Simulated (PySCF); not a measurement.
## Ionisation energy of Mn⁺ by level of theory

Mn⁺ [Ar] 3d5 4s1 (7S) → Mn²⁺ [Ar] 3d5 (6S), as a difference of total energies. Calculation: PySCF 2.14, in def2-TZVPPD (6s6p4d2f1g, 67 functions); no relativity, point nucleus. Correlated levels: valence: [Ar] frozen; valence and next inner shell: [Ne] frozen. The calculations carry no spin-orbit coupling.

```csv
method,ionisation energy (eV)
UHF,14.690
LDA,16.302
PBE,16.066
r2SCAN,15.934
TPSSh,15.691
M06-2X,15.316
revPBE,15.939
MP2 (valence),15.099
SCS-MP2 (valence),14.826
MP2 (valence and next inner shell),15.421
SCS-MP2 (valence and next inner shell),15.159
```

Question: Estimate what PBE0 gives.

Answer: 15.759 eV, closest to TPSSh among the rows shown.

Question: Estimate what r2SCAN0 gives.

Answer: 15.715 eV, closest to TPSSh among the rows shown.

These non-relativistic numbers lack the scalar-relativistic shift.

Errors of the correlated levels include the incompleteness of this basis and the frozen core.

For comparison: 15.640 eV (measured; NIST Atomic Spectra Database, ionization energies).
